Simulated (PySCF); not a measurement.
Worked example: oscillator strength and radiative lifetime

SiF₂, SMILES F[Si]F (connectivity only; charge and spin as stated), neutral, multiplicity 1.

Geometry: TPSSh-D3(BJ)/def2-TZVP. The isomer is the one that the SMILES or the coordinates give; other isomers of the formula were not compared.

PySCF with TDA-M06-2X/def2-TZVPD puts the first singlet state with f over 0.02 at 5.86 eV (vertical), with the transition dipole (1.411, 0.000, 0.000) in atomic units.

**Question.** Find the oscillator strength, the wavelength and the radiative lifetime that this transition would have in vacuum if emission retraced absorption.

**Answer.** 
|μ|² = 1.9909 au, so |μ| = 3.59 D. ΔE = 5.86/27.211 = 0.2154 hartree. f = (2/3) ΔE |μ|² = 0.286 (the program prints 0.286).
λ = 1239.84/5.86 = 212 nm; ν = 47264 cm⁻¹.
Einstein's coefficient A = 0.6670 ν² f s⁻¹ (ν in cm⁻¹) = 4.3e8 s⁻¹, so τ = 1/A = 2.3 ns. This state is S1. The figure is the radiative limit of this one transition; relaxation, internal conversion, crossing to triplets and a medium change what is measured.
